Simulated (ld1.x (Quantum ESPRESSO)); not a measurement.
## Re (Z = 75): variants of one TM semilocal potential

Base potential:

| Quantity | Value |
| --- | --- |
| Element | Re |
| Generator | ld1.x (Quantum ESPRESSO) 7.5 |
| Type | norm-conserving Troullier–Martins (semilocal form) |
| Functional | PBE |
| Relativity | scalar-relativistic |
| Frozen core | [Xe] 4f14 |
| Valence charge | 7 |
| Reference configuration | 5d5 6s1.5 6p0.5 |
| Partial waves | 6s (bound): rc 2.70 bohr; 5d (bound): rc 2.10 bohr; 6p (bound): rc 2.75 bohr |
| Local potential | the p channel |
| Core correction | a·sin(br)/r model core, default radius (core density twice the valence density) |

All-electron outer shells of the reference configuration (PBE, scalar-relativistic, ld1.x):

```tsv
shell	level (eV)	outermost node (bohr)	outermost maximum (bohr)
5p	-47.90	0.56	1.06
4f	-43.19	–	0.41
6s	-6.54	1.24	2.54
5d	-6.17	0.62	1.41
6p	-1.75	1.48	3.56
```

Cutoffs, loose and tight: the cutoffs (Ry, on a coarse ladder) from which the occupation-weighted sum of valence levels, in a spherical-Bessel basis at the reference potential, stays within 10 and 1 mRy of its value at 400 Ry. They do not see the model core or the augmentation charge, which bear on the density cutoff. Test errors are all-electron minus pseudo excitation energies from the reference, over the configurations 5d5 6s2 6p0; 5d5 6s1 6p0; 5d5 6s0 6p0; 5d4 6s2 6p0; 5d3 6s0 6p0; 5d5 6s0 6p1; 5d5 6s1 6p1. A dash means not determined; rows that change the core or the reference have their own tests.

Cutoffs are not given where the Bessel-basis levels miss the radial ones by over 6 mRy, ghosts where they miss by over 20 mRy; a channel whose overlap is not positive is not tested.

In the semilocal form every listed channel keeps its own potential, so the choice of the local channel does not act on these tests. It acts once the file is put into the separable form.

A semilocal file is local in each channel, so a ghost entry of none says nothing of the separable form that plane-wave codes build from it.

| change | outcome | cutoff, loose | cutoff, tight | bound ghosts | largest test error (meV) |
| --- | --- | --- | --- | --- | --- |
| base | generated | 35 Ry | 40 Ry | none | -439 |
| local potential the s channel | generated | 35 Ry | 40 Ry | none | -439 |
| core [Xe], valence charge 21; reference 4f14 5d5 6s2 6p0; waves now 6s (bound): rc 2.20 bohr; 6p (bound): rc 2.70 bohr; 5d (bound): rc 2.45 bohr; 4f (bound): rc 0.95 bohr; local potential the f channel; core correction Bessel-smoothed model core inside 0.80 bohr | generated | – | – | not determined | -1436 |
| wave 6s (bound): rc 2.70 bohr becomes 6s (bound): rc 3.50 bohr | generated | 35 Ry | 40 Ry | none | -759 |
| wave 6p (bound): rc 2.75 bohr becomes 6p (bound): rc 2.94 bohr | generated | 35 Ry | 40 Ry | none | -434 |
| reference 5d4 6s0 6p0 | generated | 35 Ry | 40 Ry | none | -250 |
| wave 5d (bound): rc 2.10 bohr becomes 5d (bound): rc 2.28 bohr | generated | 30 Ry | 35 Ry | none | -443 |
